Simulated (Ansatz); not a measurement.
Caution, from a PySCF single point (PBE0-D3(BJ)/def2-TZVPD) at this geometry: the highest occupied level lies above zero, so the state may not be bound. This triplet is an excited state, 0.67 eV above the relaxed singlet at the level frozen-core CCSD(T)/aug-cc-pVDZ // PBE0-D3(BJ)/def2-TZVPD (Ansatz, a first-principles code).

A geometry relaxed with PBE0-D3(BJ)/def2-TZVPD (Ansatz), charge -1, multiplicity 3:

```xyz
8

H     -2.0623    -0.8748     0.2899
H     -1.1893     0.6002     0.7388
H     -2.0780     0.5213    -0.7919
Al     0.2483    -0.7146    -0.9778
O      3.0994    -0.1258    -0.2912
H      1.5527     0.6605     0.7424
C     -1.4511    -0.0550    -0.1029
C      1.8803    -0.0118    -0.1197
```

Problem. Write the SMILES of this molecule.

Solution. `[CH3][Al-][CH]=O`
